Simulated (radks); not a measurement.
Results of a calculation; reference values are marked as such.
Orbital eigenvalues (eV) of neutral caesium, [Xe] 6s1, at several levels of relativity; Dirac values are averaged over j with weights 2j + 1. Spin-unpolarised spherical Kohn-Sham, PBE, point nucleus unless stated (finite: rms radius 4.8041 fm), a radial shooting solver on a logarithmic mesh with Libxc functionals. A level marked "c x" has the speed of light scaled by that factor.

1s: non-rel. -34232; scalar-rel. -35800; scalar-rel., finite nucleus -35797; Dirac, c x 1.25 -35187; change of magnitude, last against first (%) +2.79
2s: non-rel. -5228.3; scalar-rel. -5615.6; scalar-rel., finite nucleus -5615.2; Dirac, c x 1.25 -5463.3; change of magnitude, last against first (%) +4.50
2p: non-rel. -4926.7; scalar-rel. -5037.3; scalar-rel., finite nucleus -5037.3; Dirac, c x 1.25 -4998.2; change of magnitude, last against first (%) +1.45
3s: non-rel. -1085.6; scalar-rel. -1167.5; scalar-rel., finite nucleus -1167.4; Dirac, c x 1.25 -1135.3; change of magnitude, last against first (%) +4.58
3p: non-rel. -957.33; scalar-rel. -981.37; scalar-rel., finite nucleus -981.38; Dirac, c x 1.25 -972.88; change of magnitude, last against first (%) +1.62
3d: non-rel. -718.73; scalar-rel. -708.33; scalar-rel., finite nucleus -708.34; Dirac, c x 1.25 -711.62; change of magnitude, last against first (%) -0.99
4s: non-rel. -203.51; scalar-rel. -220.29; scalar-rel., finite nucleus -220.28; Dirac, c x 1.25 -213.70; change of magnitude, last against first (%) +5.00
4p: non-rel. -157.32; scalar-rel. -160.81; scalar-rel., finite nucleus -160.81; Dirac, c x 1.25 -159.64; change of magnitude, last against first (%) +1.47
4d: non-rel. -77.492; scalar-rel. -74.249; scalar-rel., finite nucleus -74.250; Dirac, c x 1.25 -75.384; change of magnitude, last against first (%) -2.72
5s: non-rel. -24.797; scalar-rel. -26.732; scalar-rel., finite nucleus -26.730; Dirac, c x 1.25 -25.959; change of magnitude, last against first (%) +4.69
5p: non-rel. -13.659; scalar-rel. -13.518; scalar-rel., finite nucleus -13.519; Dirac, c x 1.25 -13.590; change of magnitude, last against first (%) -0.51
6s: non-rel. -2.0188; scalar-rel. -2.0863; scalar-rel., finite nucleus -2.0862; Dirac, c x 1.25 -2.0595; change of magnitude, last against first (%) +2.02
